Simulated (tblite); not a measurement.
C₃H₇O (SMILES [CH2-]COC), charge -1, singlet, at a GFN2-xTB geometry; tblite 0.6.0 with GFN1-xTB.

The tblite input:
```
$ tblite run mol.xyz --method gfn1 --charge -1 --spin 0 --guess eeq --json tblite.json --no-restart

# file mol.xyz
11

O     -0.02364204    -0.72791359    -0.02410158
C     -0.11695116     0.72309764     0.02353500
C      1.27997189    -1.17584587    -0.05346219
C     -1.53793975     1.16403974    -0.03994654
H      0.53282928     1.00119920     0.93898760
H      0.44859738     1.10785920    -0.85183032
H      1.26753791    -2.27032695    -0.05197351
H      1.82097837    -0.82845799    -0.95497355
H      1.85749247    -0.82621646     0.82524896
H     -1.97405394     1.11319354     0.99190016
H     -1.51473106     2.25830906    -0.28530416
```

It wrote (shortened):

```
xTB calculator
 | screened Coulomb repulsion
 | Coulomb electrostatics
 |  * isotropic Klopman-Ohno-Mataga-Nishimoto electrostatics
 |  * onsite third-order electrostatics
 | DFT-D3(BJ) dispersion correction

halogen bonding energy    0.0000000000000E+00 Eh
repulsion energy          1.2711651567207E-01 Eh
dispersion energy        -2.6205497296787E-03 Eh
number of electrons       2.6000000000000E+01 e
integral cutoff           1.9731147476801E+01 bohr

------------------------------------------------------------
  cycle        total energy    energy error   density error
------------------------------------------------------------
      1     -14.85413798303  -1.4978634E+01   5.6845632E-01
      2     -14.92674702083  -7.2609038E-02   3.3211993E-01
      3     -14.92926937682  -2.5223560E-03   8.5122420E-02
      4     -14.93141652506  -2.1471482E-03   1.6882903E-02
      5     -14.93174241867  -3.2589362E-04   1.9421322E-03
      6     -14.93174933918  -6.9205042E-06   1.2698354E-03
      7     -14.93175029951  -9.6033149E-07   5.3321268E-04
      8     -14.93175062508  -3.2557384E-07   1.5440931E-04
      9     -14.93175065720  -3.2121708E-08   1.8446656E-05
------------------------------------------------------------

electronic energy        -1.5056246623147E+01 Eh
total energy             -1.4931750657205E+01 Eh

Post processing:
 | Mayer-Wiberg bond orders

[Info] JSON dump of results written to 'tblite.json'
```
